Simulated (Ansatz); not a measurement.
`BN[CH2][GaH2]` + `BN` → `B[NH][GaH2]` + `BNC` at 298.15 K and 1 bar (ligand exchange at a Ga–C bond).

Isolated molecules relaxed with PBE0-D4/def2-TZVP in Ansatz; ΔE leaves out vibrations. CCSD(T)/CBS is the MP2 limit (def2-TZVPP, def2-QZVPP) plus CCSD(T) − MP2 in def2-TZVPP, frozen cores. This one scheme is used for every species. For Ga outer-core shells are correlated without core-valence functions, which leaves a few kJ/mol of doubt a bond. Scalar relativity is left out up to krypton. One conformer a species, not always the lowest.

```csv
species,CCSD(T)/CBS energy (Eh),H − E (kJ/mol),S (J/(mol·K))
`BN[CH2][GaH2]`,-2045.70010,227.7,338.8
`BN`,-81.93499,137.2,228.1
`B[NH][GaH2]`,-2006.47671,151.2,298.6
`BNC`,-121.18426,215.2,268.0
```

H − E and S are ideal-gas, rigid-rotor, harmonic terms from PBE0-D4/def2-TZVP, for one conformer and one mirror image of each species. 1 Eh = 2625.50 kJ/mol, R = 8.31446 J/(mol·K).

Q: By hand: ΔE, ΔH, ΔS and ΔG.

A: ΔE = (-2006.47671) + (-121.18426) − (-2045.70010) − (-81.93499) = -0.02588 Eh = -67.9 kJ/mol. Δ(H − E) = 151.2 + 215.2 − 227.7 − 137.2 = 1.5, so ΔH = -66.4 kJ/mol. ΔS = 298.6 + 268.0 − 338.8 − 228.1 = -0.3 J/(mol·K). ΔG = -66.4 − 298.15 × (-0.3)/1000 = -66.3 kJ/mol.

Q: By hand: the equilibrium constant, and the temperature at which ΔG would vanish if ΔH and ΔS stayed fixed.

A: log₁₀ K = −ΔG/(RT ln 10) = 11.6. ΔG = 0 at ΔH/ΔS = 221333 K, far beyond where these terms or the molecules hold.

The number of gas molecules stays the same, so ΔS is small and ΔH decides. A doubt of 5 kJ/mol in ΔE shifts log₁₀ K by 0.9 here. Other conformers and mirror images would add mixing entropy, several J/(mol·K) or more a flexible species. These are equilibria of isolated gas molecules and say nothing of rates. Largest T1 diagnostic: 0.013 (customary marks: 0.02 for closed shells, 0.045 for open ones).
